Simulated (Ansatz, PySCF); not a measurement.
This Ansatz (a quantum-chemistry and plane-wave program) input computes a B3LYP/def2-TZVPD energy:

Ansatz 0.2 input:
```yaml
crystal:
  periodic: [false, false, false]
  atoms:
    - {symbol: Be, position_ang: [-0.00000000, -0.00000000, -1.47034744]}
    - {symbol: Cl, position_ang: [0.00000000, 0.00000000, 0.34596410]}
basis:
  gaussian:
    orbitals: def2-TZVPD
hamiltonian:
  xc: {name: B3LYP}
magnetization: {spin_polarized: true, initial_magnetization: 1}
output: {forces: true}
```

### Question
Write an input for the same energy in PySCF and say what it gives.

### Answer

```python
from pyscf import gto, scf, dft

mol = gto.M(
    atom='''
    Be   -0.00000000   -0.00000000   -1.47034744
    Cl    0.00000000    0.00000000    0.34596410
    ''',
    basis='def2-tzvpd',
    charge=0,
    spin=1,
    symmetry='C2v',
    verbose=4,
)

mf = dft.UKS(mol, xc='b3lyp').density_fit(auxbasis='def2-universal-jkfit')
mf.grids.level = 3
mf.conv_tol = 1e-9
mf.max_cycle = 100
mf.max_memory = 1500
mf.kernel()
if not mf.converged:
    mf = mf.newton()
    mf.kernel(mf.make_rdm1())
mf.analyze()
```
It gives -474.98886 Eh, and Ansatz -474.98884 Eh, a difference of 0.02 mEh, from the treatment of integrals and grids.
